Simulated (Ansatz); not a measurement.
FH₇N₂OSSi₂ (`N[Si@@H](O)S[Si@@H](N)F`) at its PBE0-D4/def2-TZVP geometry, where that method's forces vanish. Charge 0, multiplicity 1.

```xyz
14

N    -0.4196   -0.3347   -2.9120
Si    0.0041    0.0917   -1.3310
O    -0.5275    1.6025   -1.0311
S    -0.8858   -1.2723    0.1037
Si   -0.4054   -0.2798    1.9006
N     1.2683   -0.2864    2.1397
F    -0.9489    1.2431    1.8186
H    -1.3674   -0.2782   -3.2459
H     0.1414   -0.9756   -3.4465
H     1.4775   -0.0392   -1.2275
H    -0.8149    1.7981   -0.1337
H    -1.1518   -0.8612    3.0331
H     1.9049   -0.5675    1.4147
H     1.7251    0.1595    2.9172
```

Question: What forces (eV/Å) does ωB97M-V/def2-TZVPP give on these atoms in the Gaussian-basis code of Ansatz? (An estimate is asked.)

Answer: Ansatz gave: 
```
N1  -0.020 -0.031 -0.048
Si2  0.232 -0.080  0.029
O3  -0.049  0.076  0.093
S4  -0.015 -0.004 -0.007
Si5 -0.116 -0.180  0.156
N6   0.051  0.013  0.009
F7  -0.037  0.108 -0.025
H8   0.022 -0.008 -0.007
H9  -0.020  0.014 -0.004
H10 -0.160  0.013 -0.002
H11  0.004  0.017 -0.042
H12  0.095  0.072 -0.141
H13  0.008  0.004  0.012
H14  0.008 -0.014 -0.023
```
